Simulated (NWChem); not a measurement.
System: SiH₄SeSO; SMILES S[Se]O[SiH3]

Input file for NWChem:

```
start job
memory heap 200 mb stack 900 mb global 1100 mb
geometry units angstroms noautosym nocenter noautoz
  Se     0.627305    -0.558382     0.183832
  S     -1.294521    -1.559767    -0.025697
  H     -1.095031    -2.121446    -1.243976
  O      0.374953     1.011619    -0.684499
  Si    -0.386868     2.293946     0.103820
  H     -0.424710     3.404556    -0.887735
  H      0.387956     2.705447     1.312958
  H     -1.772736     1.918715     0.513042
end
basis spherical
  Se library def2-tzvp
  S library def2-tzvp
  H library def2-tzvp
  O library def2-tzvp
  Si library def2-tzvp
end
dft
  xc xpbe96 cpbe96
  iterations 150
  semidirect filesize 400000000
end
property
  efieldgrad
end
task dft property
```

Output (shortened):

```
             Northwest Computational Chemistry Package (NWChem) 7.3.0
             --------------------------------------------------------

                             Geometry "geometry" -> ""
                             -------------------------

 Output coordinates in angstroms (scale by  1.889725989 to convert to a.u.)

  No.       Tag          Charge          X              Y              Z
 ---- ---------------- ---------- -------------- -------------- --------------
    1 Se                  34.0000     0.62730500    -0.55838200     0.18383200
    2 S                   16.0000    -1.29452100    -1.55976700    -0.02569700
    3 H                    1.0000    -1.09503100    -2.12144600    -1.24397600
    4 O                    8.0000     0.37495300     1.01161900    -0.68449900
    5 Si                  14.0000    -0.38686800     2.29394600     0.10382000
    6 H                    1.0000    -0.42471000     3.40455600    -0.88773500
    7 H                    1.0000     0.38795600     2.70544700     1.31295800
    8 H                    1.0000    -1.77273600     1.91871500     0.51304200

 Effective nuclear repulsion energy (a.u.)     438.3331386864

  pbe96 is a nonlocal functional; adding pw91lda local functional.
                              NWChem Property Module
                              ----------------------

  itol2e modified to match energy
  convergence criterion.

                                 NWChem DFT Module
                                 -----------------

 Summary of "ao basis" -> "ao basis" (spherical)
 ------------------------------------------------------------------------------
       Tag                 Description            Shells   Functions and Types
 ---------------- ------------------------------  ------  ---------------------
 Se                        def2-tzvp                16       48   6s5p4d1f
 S                         def2-tzvp                13       37   5s5p2d1f
 H                         def2-tzvp                 4        6   3s1p
 O                         def2-tzvp                11       31   5s3p2d1f
 Si                        def2-tzvp                13       37   5s5p2d1f

  itol2e modified to match energy
  convergence criterion.

            General Information
            -------------------
          SCF calculation type: DFT
          Wavefunction type:  closed shell.
          No. of atoms     :     8
          No. of electrons :    76
           Alpha electrons :    38
            Beta electrons :    38
          Charge           :     0
          Spin multiplicity:     1
          Use of symmetry is: off; symmetry adaption is: off
          Maximum number of iterations: 150
          AO basis - number of functions:   177
                     number of shells:    69
          Convergence on energy requested:  1.00D-07
          Convergence on density requested:  1.00D-05
          Convergence on gradient requested:  5.00D-04

              XC Information
              --------------
          PerdewBurkeErnzerhof Exchange Functional  1.000
            Perdew 1991 LDA Correlation Functional  1.000 local
           PerdewBurkeErnz. Correlation Functional  1.000 non-local

             Grid Information
             ----------------
          Grid used for XC integration:  fine
          Radial quadrature: Mura-Knowles
          Angular quadrature: Lebedev.
          Tag              B.-S. Rad. Rad. Pts. Rad. Cut. Ang. Pts.
          ---              ---------- --------- --------- ---------
          Se                  1.15      140          12.0       974
          S                   1.00      123          13.0       770
          H                   0.35       60          14.0       590
          O                   0.60       70          11.0       590
          Si                  1.10      123          13.0       770
          Grid pruning is: on
          Number of quadrature shells:   696
          Spatial weights used:  Erf1

      Superposition of Atomic Density Guess
      -------------------------------------

[...]

          -----------------------
          Electric field gradient
          -----------------------

 1 a.u. = 0.324123 10**(16) esu/cm**3  ( or statvolts/cm**2 ) = 0.97174 10**(22) v/m**2

 ------------------------------------------------------------
   Atom      X         Y         Z
 ------------------------------------------------------------
    1 Se   1.18543  -1.05519   0.34739
 ------------------------------------------------------------

 Electric field gradient in molecular frame (a.u.)
         XX             YY             ZZ             XY             XZ             YZ
 ------------------------------------------------------------------------------------------
       -1.371646      -3.682995       5.054641      -1.844697      -2.712076       4.663563

 Principal components (a.u.) and orientation
 of principal axis w.r.t. absolute frame                      Asymmetry parameter eta
 --------------------------------------------------------------------------------------
        8.167479      -5.808246      -2.359233                       0.422286

       -0.320794       0.166579       0.932385
        0.389666       0.920455      -0.030380
        0.863280      -0.353573       0.360187

 ------------------------------------------------------------
   Atom      X         Y         Z
 ------------------------------------------------------------
    2 S   -2.44629  -2.94753  -0.04856
 ------------------------------------------------------------

 Electric field gradient in molecular frame (a.u.)
         XX             YY             ZZ             XY             XZ             YZ
 ------------------------------------------------------------------------------------------
       -0.512670       0.850303      -0.337633      -1.461635      -0.056983      -1.443939

 Principal components (a.u.) and orientation
 of principal axis w.r.t. absolute frame                      Asymmetry parameter eta
 --------------------------------------------------------------------------------------
        2.344582      -1.979574      -0.365008                       0.688637

       -0.405125       0.605719      -0.684820
        0.808587       0.586959       0.040819
       -0.426686       0.537199       0.727568

 ------------------------------------------------------------
   Atom      X         Y         Z
 ------------------------------------------------------------
    3 H   -2.06931  -4.00895  -2.35077
 ------------------------------------------------------------

 Electric field gradient in molecular frame (a.u.)
         XX             YY             ZZ             XY             XZ             YZ
 ------------------------------------------------------------------------------------------
        0.096349       0.060706      -0.157054       0.011012       0.046890      -0.131215

 Principal components (a.u.) and orientation
 of principal axis w.r.t. absolute frame                      Asymmetry parameter eta
 --------------------------------------------------------------------------------------
       -0.225584       0.126516       0.099068                       0.121672

       -0.144957      -0.386596       0.910786
        0.416854       0.810966       0.410570
        0.897341      -0.439180      -0.043598

 ------------------------------------------------------------
   Atom      X         Y         Z
 ------------------------------------------------------------
    4 O    0.70856   1.91168  -1.29352
 ------------------------------------------------------------

 Electric field gradient in molecular frame (a.u.)
         XX             YY             ZZ             XY             XZ             YZ
 ------------------------------------------------------------------------------------------
        0.755556      -1.157147       0.401591       0.505289       0.070016       0.654003

 Principal components (a.u.) and orientation
 of principal axis w.r.t. absolute frame                      Asymmetry parameter eta
 --------------------------------------------------------------------------------------
       -1.486939       0.998936       0.488003                       0.343615

       -0.199349       0.822961      -0.531973
        0.928238       0.332572       0.166644
       -0.314061       0.460577       0.830201

 ------------------------------------------------------------
   Atom      X         Y         Z
 ------------------------------------------------------------
    5 Si  -0.73107   4.33493   0.19619
 ------------------------------------------------------------

 Electric field gradient in molecular frame (a.u.)
         XX             YY             ZZ             XY             XZ             YZ
 ------------------------------------------------------------------------------------------
        0.113590      -0.236712       0.123122       0.264417       0.128623      -0.261480

 Principal components (a.u.) and orientation
 of principal axis w.r.t. absolute frame                      Asymmetry parameter eta
 --------------------------------------------------------------------------------------
       -0.512236       0.265592       0.246644                       0.036990

       -0.425131      -0.465353       0.776344
        0.803488      -0.588932       0.086980
        0.416738       0.660761       0.624279

 ------------------------------------------------------------
   Atom      X         Y         Z
 ------------------------------------------------------------
    6 H   -0.80259   6.43368  -1.67758
 ------------------------------------------------------------

 Electric field gradient in molecular frame (a.u.)
         XX             YY             ZZ             XY             XZ             YZ
 ------------------------------------------------------------------------------------------
        0.074465      -0.050173      -0.024292       0.006106      -0.002167       0.107420

[...]
```

Level: PBE/def2-TZVP. Coordinates come from a PBE0/def2-SVP optimisation. NWChem prints the field gradient with the sign opposite to the second derivative of the potential.
